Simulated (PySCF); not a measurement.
**Structure elucidation problem**

An unknown has the formula C2H11NO3Si3. Its calculated NMR data are:

1H NMR (300 MHz, computed): δ 5.31 (m, 1H), 5.13 (m, 1H), 5.12 (m, 1H), 5.00 (s, 1H), 2.82 (s, 3H), 0.78 (br s, 1H), 0.27 (d, 3H).

13C{1H} NMR (computed): δ 28.1 (CH3), 2.7 (CH3).

No solvent, a single conformation, no relativistic terms, one averaged value for each set of equivalent atoms. Geometry: GFN2-xTB; shielding tensors at PBE0/pcSseg-1 (GIAO); PySCF 2.14.0 with density-fitted response routines.

Referencing at the same level of theory: 1H (σref 31.72), 13C (σref 186.93) vs TMS.

**Question.** Which candidate is it?
A. CN[Si]1(C)O[SiH2]O[SiH2]O1
B. CC(=O)N[SiH2]O[SiH2]O[SiH3]
C. CN[Si@@H]1O[SiH2]O[Si@@H](C)O1

**Answer.** C. 

1. Rings plus π bonds: 1 (1 ring in the answer).
2. 2 carbon signals for 2 carbons: no two carbons are equivalent.
3. Carbon types of the structure: 2 × CH3, leaving 5 H on heteroatoms.
4. δC 28.1: methyl carbon bonded to N; pulled downfield by the heteroatom.
5. δC 2.7: methyl carbon bonded to Si; an electropositive neighbour leaves it electron-rich and shielded.
6. δH 2.82: hydrogen on a methyl carbon bonded to N; its carbon carries N, which withdraws density.
7. δH 0.78: hydrogen on a nitrogen bonded to C, Si; exchangeable, gas-phase position.
8. δH 0.27: hydrogen on a methyl carbon bonded to Si; an electropositive neighbour shields it, as in TMS itself.

The others: CC(=O)N[SiH2]O[SiH2]O[SiH3] would give 4 signals for carbon-bound and other non-exchanging H, not 6; CN[Si]1(C)O[SiH2]O[SiH2]O1 would give 4 signals for carbon-bound and other non-exchanging H, not 6.

OH and NH positions are those of a molecule without intermolecular hydrogen bonds; in solution they move with solvent, concentration and temperature, and exchange usually removes their couplings. Shifts are as computed. Against solution values, carbons near 30 ppm lie about +3 ppm off and those near 130 ppm about +5 ppm. Of 1211 compounds with measured shifts, 218 miss one by over three times the rms of a fit or turn the order of signals round; such compounds aren't used in these exercises. Multiplicities follow the n + 1 count of equivalent neighbours, as no J values were calculated; m marks all less simple cases, F and P coupling included.
